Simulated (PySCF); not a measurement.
## Correlation energy of Te⁻ (tellurium, charge -1)

[Kr] 4d10 5s2 5p5, 2P determinant. All numbers are calculated (PySCF 2.14, a scalar-relativistic core potential, in def2-TZVPPD with the def2 core potential (28 electrons)). Frozen: 4s2 4p6 4d10; 7 electrons correlated.

```csv
level,correlation energy (mhartree)
CCSD,-129.55
(T),-5.08
CCSD(T),-134.63
```

Diagnostics: T1 = 0.0096, D1 = 0.0258, largest double amplitude 0.038.

Task: Is a single reference adequate?

Result: Yes, within this model without spin-orbit coupling: T1 lies below 0.03 and no double amplitude reaches 0.07.
